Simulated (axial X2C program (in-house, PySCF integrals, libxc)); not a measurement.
## Potential curves of VSe, 2c

All values were computed with an axial X2C code built on PySCF integrals. Two-component (2c) means X2C with spin–orbit coupling and atomic mean-field two-electron Coulomb and Gaunt terms. Basis: Se dyall-cv3z [8s9p6d4f1g], V dyall-cv3z [10s10p6d4f2g] (cores contracted in-house); Gaussian nuclei, density fitting, unrestricted open shells. Masses: Se 79.917 u, V 50.944 u.

State: Ω = 3/2 (⟨Sz⟩ = 1.50, ⟨Lz⟩ = 0.00 at B3LYP). Energies in eV from the lowest point of each curve. Fits are polynomials in 1 − R0/R over 0.85 to 1.23 times the lowest point R0.

| R (Å) | B3LYP |
| --- | --- |
| 2.0577 | 0.1971 |
| 2.1233 | 0.0469 |
| 2.1890 | 0.0000 |
| 2.2656 | 0.0420 |
| 2.3422 | 0.1583 |
| 2.4407 | 0.3790 |

Occupations by symmetry block were frozen at the best pattern of an incomplete PBE0 search. Density functionals use the spin component along the axis (collinear). With several unpaired electrons one determinant need not be a pure state. This is the top spin component of a Σ state; components of lower Ω are not single determinants and can lie lower. The determinant is spin-polarised beyond a pure state at some levels (its spin-free form has ⟨S²⟩ too high), which makes Re and μ there less reliable.

Q: Fit the B3LYP curve near its minimum: give the equilibrium distance and the harmonic wavenumber.

A: At B3LYP, 2c: Re = 2.193 Å, ωe ≈ 392 cm⁻¹; Be follows as 0.113 cm⁻¹.
